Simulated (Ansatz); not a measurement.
```xyz
2

H    -0.0076    0.0055   -0.3770
H     0.0087   -0.0019    0.3850
```

Basis set: STO-3G (spherical functions). All electrons are correlated. Charge 0, multiplicity 1.

Computed with Ansatz (development build ahead of 0.2.0); each method stands on the lowest determinant of its kind that the runs found. Restricted open shells among the atoms or ions are ROHF, correlated in semicanonical orbitals with singles.

The atomization energy at this shape (free ground-state atoms in the same class of orbitals less the molecule, no zero-point energy) of singlet H₂:

```csv
method,atomization energy
RHF-MP2,122.80 kcal/mol
```

Problem. What does RHF give?

Solution. 114.22 kcal/mol.

This basis has no polarisation functions and is too small for such energies, which can lie far from measured ones in either direction.
